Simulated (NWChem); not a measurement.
# TiOCl cation; SMILES [O]=[Ti+][Cl]

Program: NWChem. Pople sets run with spherical d functions. All runs use the structure optimised with PBE0/def2-SVP. This spin state was assumed; another may lie lower.

For level PBE/6-31G*:

```yaml
highest occupied level (eV): -13.60
orbital gap (eV): 2.73
```

Problem. What are these values for level PW6B95/6-31G*?

Solution. 
| Property | Result |
|---|---|
| highest occupied level (eV) | -15.03 |
| orbital gap (eV) | 5.18 |
